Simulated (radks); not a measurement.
The numbers below are computed, except where a source is named.
Excited configurations of neutral dysprosium: one electron is placed in a higher orbital outside [Xe] 4f10 6s1. The ground configuration is [Xe] 4f10 6s2. Code: a radial shooting solver on a logarithmic mesh with Libxc functionals. Model: Dirac Kohn-Sham, BLYP, spin-unpolarised, spherical densities, point nucleus; open shells fill j = l - 1/2 first. Excitation = E - E(ground); binding = E(ion) - E, where the ion is the core of charge +1; n* = 1/sqrt(2 binding) in atomic units, and the quantum defect is n - n*.

outer orbital,excitation (eV),binding (eV),n*,quantum defect,eigenvalue (eV),<r> (bohr)
5d3/2,2.552,3.640,1.933,3.067,-0.834,3.864
6p1/2,2.550,3.643,1.933,4.067,-1.713,5.452
6d3/2,4.823,1.370,3.152,2.848,-0.575,11.88
7s1/2,4.120,2.073,2.562,4.438,-1.151,10.05
7p1/2,4.614,1.579,2.936,4.064,-0.859,12.54
7f5/2,5.681,0.512,5.155,1.845,-0.284,39.28

The Delta-SCF ionisation energy is 6.193 eV (NIST Atomic Spectra Database: 5.939 eV, measured). Self-interaction in the functional shifts the binding energies and quantum defects, so they are the method's values and not measured ones. Spin polarisation and multiplet splitting are left out, so open shells lie too high by an amount that depends on their filling.

Beside tabulated values, note that spin-unpolarised runs miss the spin-polarisation part of the exchange energy of open shells.
